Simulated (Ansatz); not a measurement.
`CCN(C)[SiH3]`, relaxed with RKS PBE-D4/def2-SVP in Ansatz 0.2.0 from a rough embedded geometry. The force threshold is 0.03 eV/Å; the program also tests the step.

Total charge 0; spin multiplicity 1.

Start:

```xyz
16

C    -0.160    1.837   -0.477
C    -0.970    0.566   -0.268
N    -0.194   -0.654    0.089
C     0.477   -1.156   -1.091
Si    0.293   -0.962    1.687
H     0.595    1.652   -1.321
H     0.447    2.043    0.408
H    -0.769    2.646   -0.740
H    -1.736    0.758    0.537
H    -1.572    0.373   -1.158
H     1.465   -0.571   -1.182
H    -0.064   -1.117   -1.979
H     0.881   -2.215   -0.932
H    -0.808   -0.669    2.642
H     0.667   -2.389    1.804
H     1.450   -0.143    1.981
```

| step | energy (eV) | largest force (eV/Å) | largest move (Å) |
| --- | --- | --- | --- |
| 1 | -12641.1567 | 4.899 | 0.000 |
| 2 | -12641.6475 | 1.503 | 0.142 |
| 3 (rejected) | -12641.6459 | 0.665 | 0.162 |
| 4 | -12641.7151 | 0.094 | 0.079 |
| 5 | -12641.7184 | 0.050 | 0.034 |
| 6 | -12641.7202 | 0.080 | 0.053 |
| 7 | -12641.7216 | 0.038 | 0.047 |
| 8 | -12641.7218 | 0.022 | 0.023 |

End:

```xyz
16

C    -0.148    1.867   -0.506
C    -0.954    0.585   -0.253
N    -0.165   -0.605    0.045
C     0.560   -1.173   -1.077
Si    0.291   -0.993    1.689
H     0.550    1.750   -1.360
H     0.453    2.142    0.386
H    -0.821    2.718   -0.739
H    -1.660    0.756    0.589
H    -1.590    0.369   -1.145
H     1.400   -0.538   -1.454
H    -0.129   -1.347   -1.937
H     0.994   -2.156   -0.797
H    -0.875   -0.638    2.573
H     0.590   -2.468    1.746
H     1.505   -0.270    2.242
```

Hardware: 4 threads of an Arm Neoverse V1 on a shared host. Wall time 15 s, peak host memory 0.17 GiB.
